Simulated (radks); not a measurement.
Task: Spherical quantum dot in the effective-mass picture: electrons in a hard-walled sphere of radius 9.68, with a point charge +1 (a donor) at the centre, all in effective atomic units (hartree* = m*/eps^2 hartree, bohr* = eps/m* bohr), one dielectric constant everywhere. Calculated with a radial shooting solver with Libxc functionals: non-relativistic Kohn-Sham, PBE, spin-polarised, spherical densities. Levels are named by radial order and angular momentum (1s, 1p, 1d, 2s, ...), and open shells are averaged over m. Results are scaled to m* = 0.147 and eps = 13.1, for which hartree* = 23.31 meV and bohr* = 4.716 nm. At N = 4 the configuration is 1s2 1p(up 2, down 0). Does electron 5 go into 1p up or 2s up or 2s down?

Result: Into 1p up. The total energies of the other choices lie higher by 0.281 meV (2s up), 0.566 meV (2s down).
